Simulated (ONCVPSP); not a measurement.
**u(r) = r·R(r): atom against pseudo-atom (nickel)**

Columns: radius, all-electron u(r) and pseudo u(r) of the 3p shell (level -71.25 eV) of nickel in the configuration [Ne] 3s2 3p6 3d8 4s2; PBEsol, scalar-relativistic, ONCV scheme, ONCVPSP 4.0.1.

| r (bohr) | all-electron | pseudo |
| --- | --- | --- |
| 0.068 | -0.4403 | 0.0372 |
| 0.135 | -0.6406 | 0.1405 |
| 0.202 | -0.4224 | 0.2959 |
| 0.270 | -0.0098 | 0.4864 |
| 0.338 | 0.4143 | 0.6870 |
| 0.405 | 0.7571 | 0.8714 |
| 0.473 | 1.0022 | 1.0255 |
| 0.540 | 1.1466 | 1.1331 |
| 0.608 | 1.2125 | 1.1940 |
| 0.675 | 1.2171 | 1.2075 |
| 0.742 | 1.1805 | 1.1787 |
| 0.810 | 1.1159 | 1.1157 |
| 0.878 | 1.0354 | 1.0352 |
| 0.945 | 0.9485 | 0.9483 |
| 1.013 | 0.8585 | 0.8583 |
| 1.080 | 0.7717 | 0.7715 |
| 1.148 | 0.6878 | 0.6877 |
| 1.215 | 0.6108 | 0.6107 |
| 1.283 | 0.5391 | 0.5390 |
| 1.350 | 0.4749 | 0.4748 |
| 1.418 | 0.4163 | 0.4162 |
| 1.485 | 0.3647 | 0.3646 |
| 1.553 | 0.3181 | 0.3181 |
| 1.620 | 0.2776 | 0.2776 |
| 1.688 | 0.2413 | 0.2413 |
| 1.755 | 0.2100 | 0.2099 |

Q: How many radial nodes do the two functions have?

A: The all-electron 3p function has n − l − 1 = 1; the pseudo-wave has 0, since the states of the same l below it are removed with the core.

Q: At about which radius was the pseudo-wave matched?

A: 0.80 bohr, where the columns begin to agree (steps of 0.07 bohr).

Q: Where does each function peak?

A: Outermost all-electron maximum near 0.68 bohr, pseudo maximum near 0.68 bohr (to the table’s step).

Q: Is the pseudo-wave norm-conserving?

A: Yes: the ONCV scheme keeps the norm inside the radius equal to the all-electron one, which fixes the energy derivative of the logarithmic derivative at the level.
